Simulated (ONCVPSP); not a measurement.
What one change does to a pseudopotential (Cl (Z = 17), ONCV)

Cl (Z = 17), optimised norm-conserving Vanderbilt (ONCV), made with ONCVPSP 4.0.1 (PBE, scalar-relativistic). Core [Ne], reference 3s2 3p4.5 (charge +0.5). Waves: 3s: rc 1.35 bohr, ncon 4, nbas 7, qcut 5.4 1/bohr, 3 projectors, debl 0.9 Ha; 3p: rc 1.35 bohr, ncon 4, nbas 8, qcut 6.9 1/bohr, 3 projectors, debl 1.9 Ha; d scattering state at 0.26 Ha: rc 1.05 bohr, ncon 4, nbas 7, qcut 10 1/bohr, 3 projectors, debl 2.5 Ha. Local part: polynomial inside 0.65 bohr (lpopt 4, dvloc0 1 Ha). Core correction: Teter function fitted to the true core (icmod 2), fcfact 0.6.

In the s channel the program set the typed energies aside and used -0.962, 0.250, 1.150 Ha.

Change: all radii but the core radius scaled by about 1.21 (s 1.64, p 1.64, d 1.26 bohr); local potential polynomial inside 0.78 bohr (lpopt 4, dvloc0 1 Ha).

Cutoffs: the cutoffs (Ha) at which the residual kinetic energy of the hardest occupied pseudo-wave falls to 1 and 0.1 mHa per electron; they do not see the model core or the augmentation charge, which bear on the density cutoff. Errors are all-electron minus pseudo energies relative to the spin-unpolarised reference configuration.

What does the change do?

The potential gets softer (17 Ha and 55 Ha → 13 Ha and 33 Ha); the bound ghost in d, p, s disappears; the errors of the 4 common tests hardly move. A larger radius leaves more room for a smooth pseudo-wave, so fewer plane waves are needed.

```tsv
quantity	base	changed
cutoff, loose	17 Ha	13 Ha
cutoff, tight	55 Ha	33 Ha
loose cutoff by channel	s 17 Ha, p 14 Ha	s 13 Ha, p 8.0 Ha
bound ghosts	s, p, d	none
GHOST(+) flags under 300 eV	none	s at 261.3 eV
error for 3s2 3p5, meV [ΔE -5.58 eV]	+0.8	+0.8
error for 3s2 3p4, meV [ΔE 8.29 eV]	0.0	0.0
error for 3s2 3p3, meV [ΔE 33.74 eV]	+8.9	+9.5
error for 3s2 3p1, meV [ΔE 124.29 eV]	+154	+161
rms error of d²Exc/dni dnj with the model core, mHa	0.97	0.63
```

Base: The cutoffs count occupied waves only; projector 1 of the d channel, the hardest unoccupied one, needs 43 Ha at the loose tolerance. Changed file: The cutoffs count occupied waves only; projector 3 of the d channel, the hardest unoccupied one, needs 49 Ha at the loose tolerance. A true bound ghost makes a file unfit for plane-wave use even where its test errors are small: the radial tests pick states by their node count and pass the ghost by.
